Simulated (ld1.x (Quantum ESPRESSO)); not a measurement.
# Varying the PAW potential for Mn

Base potential:

manganese, PAW, made with ld1.x (Quantum ESPRESSO) 7.5 (PBEsol, scalar-relativistic). Core [Ar], reference 3d5 4s2 4p0. Waves: 4s (bound): rcut 2.65, rcutus 3.10 bohr; 4s channel at 2.45 Ry: rcut 2.65, rcutus 3.10 bohr; 4p (bound, empty): rcut 2.70, rcutus 3.40 bohr; 4p channel at 2.35 Ry: rcut 2.70, rcutus 3.40 bohr; 3d (bound): rcut 1.25, rcutus 1.35 bohr; 3d channel at 0.1 Ry: rcut 1.25, rcutus 1.35 bohr. Local part: all-electron potential smoothed inside 1.65 bohr (lloc = -2). Core correction: Bessel-smoothed model core inside 0.95 bohr. Augmentation charge: BESSEL, radius 1.10 bohr.

Cutoffs, loose and tight: the cutoffs (Ry, on a coarse ladder) from which the occupation-weighted sum of valence levels, in a spherical-Bessel basis at the reference potential, stays within 10 and 1 mRy of its value at 400 Ry. They do not see the model core or the augmentation charge, which bear on the density cutoff. Test errors are all-electron minus pseudo excitation energies from the reference, over the configurations 3d5 4s1 4p0; 3d5 4s0 4p0; 3d4 4s0 4p0; 3d6 4s0 4p0; 3d5 4s0 4p1; 3d5 4s0 4p2; 3d3 4s0 4p0. A dash means not determined; rows that change the core or the reference have their own tests.

| change | outcome | cutoff, loose | cutoff, tight | bound ghosts | largest test error (meV) |
| --- | --- | --- | --- | --- | --- |
| base | generated | 55 Ry | 90 Ry | none | -2017 |
| all radii but the core radius scaled by about 0.92 (s 2.86, p 3.14, d 1.24 bohr, rcut 2.46/2.50/1.16); local potential all-electron potential smoothed inside 1.52 bohr (lloc = -2); augmentation BESSEL, radius 1.02 bohr | generated | 70 Ry | 120 Ry | none | -1979 |
| all radii but the core radius scaled by about 0.97 (s 3.00, p 3.30, d 1.30 bohr, rcut 2.58/2.62/1.22); local potential all-electron potential smoothed inside 1.60 bohr (lloc = -2); augmentation BESSEL, radius 1.06 bohr | generated | 60 Ry | 110 Ry | none | -2003 |
| all radii but the core radius scaled by about 1.09 (s 3.38, p 3.70, d 1.48 bohr, rcut 2.88/2.94/1.36); local potential all-electron potential smoothed inside 1.80 bohr (lloc = -2); augmentation BESSEL, radius 1.20 bohr | generated | 50 Ry | 80 Ry | none | -2052 |
| all radii but the core radius scaled by about 1.14 (s 3.54, p 3.88, d 1.54 bohr, rcut 3.02/3.08/1.42); local potential all-electron potential smoothed inside 1.88 bohr (lloc = -2); augmentation BESSEL, radius 1.26 bohr | generated | 45 Ry | 70 Ry | none | -2072 |
| all radii but the core radius scaled by about 1.21 (s 3.74, p 4.10, d 1.62 bohr, rcut 3.20/3.26/1.50); local potential all-electron potential smoothed inside 2.00 bohr (lloc = -2); augmentation BESSEL, radius 1.32 bohr | generated | 40 Ry | 70 Ry | none | -2096 |
| all radii but the core radius scaled by about 1.40 (s 4.34, p 4.76, d 1.90 bohr, rcut 3.72/3.78/1.76); local potential all-electron potential smoothed inside 2.32 bohr (lloc = -2); augmentation BESSEL, radius 1.54 bohr | generated | 30 Ry | 45 Ry | none | -2121 |

(1) What comes out with this change to the base: all radii but the core radius scaled by about 0.75 (s 2.34, p 2.56, d 1.02 bohr, rcut 2.00/2.04/0.94); local potential all-electron potential smoothed inside 1.24 bohr (lloc = -2); augmentation BESSEL, radius 0.82 bohr?

(2) What comes out with this change to the base: all radii but the core radius scaled by about 1.29 (s 3.98, p 4.38, d 1.74 bohr, rcut 3.40/3.48/1.60); local potential all-electron potential smoothed inside 2.12 bohr (lloc = -2); augmentation BESSEL, radius 1.42 bohr?

(3) What comes out with this change to the base: all radii but the core radius scaled by about 0.82 (s 2.54, p 2.80, d 1.10 bohr, rcut 2.18/2.22/1.02); local potential all-electron potential smoothed inside 1.36 bohr (lloc = -2); augmentation BESSEL, radius 0.90 bohr?

## Answers

(1) outcome: generated; cutoff, loose: 100 Ry; cutoff, tight: 160 Ry; bound ghosts: none; largest test error (meV): -1903.

(2) outcome: generated; cutoff, loose: 35 Ry; cutoff, tight: 55 Ry; bound ghosts: none; largest test error (meV): -2109.

(3) outcome: generated; cutoff, loose: 90 Ry; cutoff, tight: 140 Ry; bound ghosts: none; largest test error (meV): -1931.

Reading the sweep of the scale of all radii but the core radius (base = 1) (base included, trends over the rows without a ghost): The loose cutoff falls from 100 Ry at 0.75 to 30 Ry at 1.4. A larger radius leaves more room for a smooth pseudo-wave, so fewer plane waves are needed; a smaller one forces it to follow the all-electron wave where it bends sharply. The median size of the test errors (rows with all tests solved) is not monotonic: lowest 24.6 meV at 0.75, highest 101.0 meV at 1.21.
